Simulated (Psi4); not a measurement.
Complex: H2S (SMILES S) (first 3 atoms) with CH6Si (SMILES C[SiH3]); geometry from B3LYP-D3(BJ)/def2-TZVP, rigid monomers moved along the line of their centres of mass till S1···Si5 is 5.52 Å.
(charge 0, multiplicity 1):
```json
[
 {"atom": "S", "x (Å)": "-0.0090", "y (Å)": "-0.5345", "z (Å)": "0.3055"},
 {"atom": "H", "x (Å)": "-0.0206", "y (Å)": "-1.5721", "z (Å)": "1.1573"},
 {"atom": "H", "x (Å)": "-1.1468", "y (Å)": "-0.0347", "z (Å)": "0.8134"},
 {"atom": "C", "x (Å)": "1.1725", "y (Å)": "1.4568", "z (Å)": "5.3657"},
 {"atom": "Si", "x (Å)": "-0.3461", "y (Å)": "0.4238", "z (Å)": "5.7296"},
 {"atom": "H", "x (Å)": "2.0311", "y (Å)": "1.1011", "z (Å)": "5.9381"},
 {"atom": "H", "x (Å)": "1.0026", "y (Å)": "2.5031", "z (Å)": "5.6262"},
 {"atom": "H", "x (Å)": "1.4194", "y (Å)": "1.4019", "z (Å)": "4.3046"},
 {"atom": "H", "x (Å)": "-0.1177", "y (Å)": "-0.9990", "z (Å)": "5.3730"},
 {"atom": "H", "x (Å)": "-1.5140", "y (Å)": "0.9045", "z (Å)": "4.9496"},
 {"atom": "H", "x (Å)": "-0.7004", "y (Å)": "0.4842", "z (Å)": "7.1691"}
]
```

All values below come from SAPT0/jun-cc-pV(D+d)Z (Psi4).

Q: Give the four SAPT terms and the total, and say what mostly holds the pair together.

A: electrostatics -0.22, exchange 0.03, induction -0.01, dispersion -0.18, total -0.39 kcal/mol; the largest attraction is electrostatics.
